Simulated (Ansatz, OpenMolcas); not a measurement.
GaH3 (SMILES [GaH3]): from total energies to a heat of formation

GaH3 has 4 atoms, charge 0, and is taken as a singlet. As SMILES, `[GaH3]`. The shape is that of a PBE0-D4/def2-TZVP optimisation.

```xyz
4

Ga    0.0134   -0.0149   -0.0046
H     1.2524    0.3438    0.8877
H    -0.5521   -1.4778   -0.0097
H    -0.6584    1.0887   -0.8937
```

Total energies at PBE0/def2-TZVPPD (OpenMolcas 26.06); the atoms run unrestricted:

| species | state | energy (Eh) |
| --- | --- | --- |
| GaH3 | singlet | -1926.361438 |
| Ga | doublet | -1924.552292 |
| H | doublet | -0.501036 |

Harmonic wavenumbers at PBE0-D4/def2-TZVP, in cm⁻¹: 724, 760, 760, 1978, 1979, 1979.

Measured heats of formation of the gaseous atoms at 298.15 K, in kJ/mol: Ga 272.0, H 218.0. Spin-orbit lowering of the atoms at 298 K (mean of the ground term's levels less their thermal mean, from spectra), in kJ/mol: Ga 6.24. Take 1 Eh = 2625.50 kJ/mol, 1 cm⁻¹ = 0.0119627 kJ/mol, RT = 2.479 kJ/mol.

**Question.** Work out the heat of formation of the gas at 298 K.

**Answer.** 
1. Electronic atomisation energy: (-1924.552292) + 3 × (-0.501036) − (-1926.361438) = 0.306038 Eh = 803.5 kJ/mol.
2. Zero-point energy: half the sum of the wavenumbers, 4090 cm⁻¹ = 48.9 kJ/mol.
3. Thermal vibrational enthalpy, Σ hcν̃/(exp(hcν̃/kT) − 1): 0.8 kJ/mol. Translation, rotation and pV of a non-linear molecule: 4 RT = 9.9 kJ/mol.
4. The 4 free atoms carry 5/2 RT each: 24.8 kJ/mol.
5. Spin-orbit coupling lowers the free atoms by 6.24 = 6.2 kJ/mol.
6. Atomisation enthalpy at 298 K: 803.5 − 6.2 − 48.9 − 0.8 − 9.9 + 24.8 = 762.5 kJ/mol.
7. Sum of the atoms' heats of formation: 926.0 kJ/mol. Heat of formation: 926.0 − 762.5 = +163.5 kJ/mol.

No measured value is set beside it here. Relativity is left out. Anharmonicity and any spin-orbit splitting of the molecule are left out.
